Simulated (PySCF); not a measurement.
Isomers of C6H18BN. Computed with PBE0-D3(BJ)/def2-SVP geometry optimisation, gas phase (PySCF). One conformer each; no zero-point energy, no entropy. No frequencies were run at this level. Point groups hold within 0.08 Å.

Question: Rank from lowest to highest electronic energy at this level (kJ/mol).
A. `[B-](C)(C)([N+](C)(C)C)C` (trimethylamine trimethylborane)
B. `[BH3-:1][N+:2]([CH2:3][CH3:4])([CH2:5][CH3:6])[CH2:7][CH3:8]` with B1–N2–C3–C4 -63°, B1–N2–C5–C6 179°, B1–N2–C7–C8 -56°

Answer: A (0.0), B (66.7).

| SMILES | E (Eh) | E rel (kJ/mol) | dipole (D) | point group | A, B, C (MHz) |
| --- | --- | --- | --- | --- | --- |
| C[B-](C)(C)[N+](C)(C)C | -318.48766 | 0.0 | 4.49 | C3 | 2223, 1596, 1595 |
| [BH3-][N+](CC)(CC)CC | -318.46228 | 66.7 | 4.98 | C1 | 2164, 1636, 1317 |

Q: How do the relative energies change in single points at PBE0/pcSseg-1 (no added dispersion term) on the same geometries?

A: 
| SMILES | PBE0-D3(BJ)/def2-SVP (kJ/mol) | PBE0/pcSseg-1 (kJ/mol) | shift |
| --- | --- | --- | --- |
| C[B-](C)(C)[N+](C)(C)C | 0.0 | 0.0 | 0.0 |
| [BH3-][N+](CC)(CC)CC | 66.7 | 70.5 | +3.8 |

Each column counts from its own lowest isomer. The order is unchanged; the largest shift is 3.8 kJ/mol.
